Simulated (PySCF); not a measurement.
## Radial density of As²⁺ (arsenic, charge +2)

UHF, [Ar] 3d10 4s2 4p1, 2P determinant. All numbers are calculated (PySCF 2.14, scalar relativity by spin-free X2C-1e, in x2c-SVPall (5s4p3d, 32 functions)).

```
r (bohr)  4πr²ρ (e/bohr)  4πr²(ρα − ρβ)
0.000660          0.2037         0.0000
 0.00111          0.5523         0.0000
 0.00187           1.412         0.0000
 0.00314           3.332         0.0000
 0.00528           7.588         0.0000
 0.00889           15.82         0.0001
  0.0149           28.34         0.0005
  0.0251           39.36         0.0024
  0.0423           38.29         0.0099
  0.0711           33.03         0.0281
   0.120           45.50         0.0333
   0.201           38.42        -0.0082
   0.339           24.87         0.0376
   0.569           29.59         0.0431
   0.958           9.839         0.0684
    1.61           2.619         0.5505
    2.71          0.7304         0.2959
    4.56         0.03358         0.0267
    7.67       3.656e-05         0.0000
```

Densities and radii are taken from the X2C orbitals without a picture-change correction, which distorts them close to the nucleus.

Problem. Where is the radial spin density 4πr²(ρα − ρβ) most negative, and why is it negative at all?

Solution. Around r = 0.201 bohr, down to -0.0082 e/bohr: exchange with the open shell polarises the paired shells in an unrestricted calculation.
